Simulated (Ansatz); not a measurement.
Two structures of GaPNH₇, closed shell, reached by relaxing down either side of one saddle point (PBE0-D4/def2-TZVP). Energies are electronic, without zero-point energy. Computed with Ansatz 0.2.0 (basis: def2-TZVPP and def2-QZVPP); correlated methods freeze the cores. Filled d shells of the heavier atoms are correlated. The def2 sets are not built for correlating such inner shells, so the correlated values are less sure here. Extrapolation: Hartree–Fock as exp(−7.88 √X), correlation as X^−2.97. First:

```
atom    x (Å)    y (Å)    z (Å)
 Ga1  -1.0490  -0.3788   0.6942
  N2   0.0764   0.9517   1.3592
  H3  -2.3655   0.0993  -0.0158
  H4  -0.8308  -1.8312   1.2498
  H5   0.7195   0.8245  -1.9379
  P6   0.5592  -0.4598  -1.3795
  H7   0.6417   0.7488   2.1690
  H8  -0.2707   1.8964   1.4166
  H9   1.8941  -0.6513  -0.9692
 H10   0.6250  -1.1994  -2.5864
```

Second:

```xyz
10
angstrom
Ga -0.5864 -0.6271 0.1409
N 0.1149 1.1960 1.0742
H -2.0877 -0.2047 -0.1020
H -0.2191 -1.6387 1.2953
H 0.8600 1.5820 0.5035
P 0.8674 -0.5398 -1.7099
H 0.4800 1.0226 2.0034
H -0.6239 1.8859 1.1454
H 1.3051 -1.8870 -1.6446
H -0.1103 -0.7891 -2.7061
```

(1) Which bonds change from the first to the second?

(2) Give the saddle point's structure and its height above each. (Judge from chemistry; the value comes from the calculation.)

The T1 diagnostic stays at or below 0.014. The end structure is not quite a true minimum (one mode of 63i cm⁻¹).

## Answers

(1) GaNH₄ ([NH2][GaH2]) + PH₃ → GaPH₄ ([PH2][GaH2]) + NH₃ (still joined by a long Ga–N bond); bonds formed: N2–H5; dative contacts that become bonds: Ga1–P6; bonds broken: H5–P6; bonds weakened to dative contacts: Ga1–N2.

(2) Computed: 87.9 kJ/mol above the first and 151.1 kJ/mol above the second (CCSD(T) at an estimated basis limit (MP2 extrapolated from triple and quadruple zeta, plus CCSD(T) − MP2 in triple zeta)).
```csv
atom,x (Å),y (Å),z (Å)
Ga1,-0.9215,-0.6001,0.6121
N2,0.1022,1.0568,0.9470
H3,-2.3755,-0.3082,0.1105
H4,-0.4691,-1.7756,1.5421
H5,0.8129,0.7101,-0.3539
P6,0.6090,-0.5241,-1.3472
H7,0.6830,1.0610,1.7776
H8,-0.4311,1.9186,0.9405
H9,1.7361,-1.3409,-1.5584
H10,0.2538,-0.1976,-2.6703
```

Labels in which every atom is bracketed show which atoms are joined, not bond orders.

For scale, one of the runs: CCSD(T)/def2-TZVPP, 219 basis functions, launched by `ansatz run in.yaml --threads 4 --pin off --events-out ev --progress --plain --max-ram 9574MiB`. The run took 84 s on 4 CPU threads of an Arm Neoverse V1 (shared host), with 3.2 GiB of host memory at its peak.
